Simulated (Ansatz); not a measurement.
Ideal-gas functions of F4H2O2W, SMILES `[OH][W]([OH])([F])([F])([F])[F]` at 298.15 K and 1 bar, from an Ansatz frequency run at PBE0-D4/def2-TZVP.

Molar mass 293.85 g/mol, point group C2v (symmetry number 2), electronic degeneracy 1, moments of inertia 254.101, 255.255, 260.086 u Å². Harmonic wavenumbers (cm⁻¹, unscaled): 54, 77, 135, 164, 217, 254, 264, 317, 320, 360, 363, 389, 469, 648, 650, 683, 704, 784, 806, 3928, 3934.

Use S(trans) = R[1.5 ln M + 2.5 ln T − 1.1517]; rotational temperatures θ = 24.2544 K / I; S(rot) = R[ln(√π/σ · √(T³/θAθBθC)) + 1.5]; for each mode x = 1.438777 ν̃/T, S = R[x/(eˣ − 1) − ln(1 − e⁻ˣ)] and H = RT x/(eˣ − 1); 1 cm⁻¹ = 0.0119627 kJ/mol; R = 8.31446 J/(mol·K).

Q: By hand: the entropy, in J/(mol·K).

A: Translation 179.7. Rotation: θ = 0.0955, 0.095, 0.0933 K, giving 111.9. Vibration, mode by mode: 19.52, 16.59, 12.02, 10.47, 8.30, 7.12, 6.84, 5.55, 5.48, 4.69, 4.64, 4.20, 3.10, 1.57, 1.55, 1.37, 1.26, 0.92, 0.85, 0.00, 0.00, in all 116.1. Electronic 0.0. Sum 407.7 J/(mol·K).

Q: By hand: H − E and G − E in kJ/mol, counted from the electronic energy.

A: Zero-point energy ½ × 15520 × 0.0119627 = 92.8; thermal vibration 18.6; translation, rotation and pV give 4 RT = 9.9. H − E = 121.3 kJ/mol, and G − E = 121.3 − 298.15 × 407.7/1000 = -0.3 kJ/mol.

Vibration gives 28 % of the entropy, 48.1 J/(mol·K) of it from the modes under 150 cm⁻¹: soft modes count most, and the harmonic formula is weakest for them. The sum counts one conformer and one mirror image; others add a mixing term.
